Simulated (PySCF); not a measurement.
A structure optimised at B3LYP-D3(BJ)/def2-SVP, used in a PySCF frequency run:

```
Si
F 1 1.6098
O 1 1.6254 2 112.96
H 3 0.9653 1 121.17 2 -59.13
O 1 1.7017 2 104.92 3 -115.83
C 5 1.2865 1 128.25 2 -56.40
N 6 1.1624 1 152.05 2 -54.19
H 1 1.4629 2 110.74 5 -119.68
```
Charge 0, spin multiplicity 1.

Problem. Write its SMILES and formula.

Solution. N#CO[Si@@H](O)F, CH₂FNO₂Si

Problem. What are its rotational constants (standard atomic weights)?

Solution. 6.5948, 1.7991, 1.5053 GHz
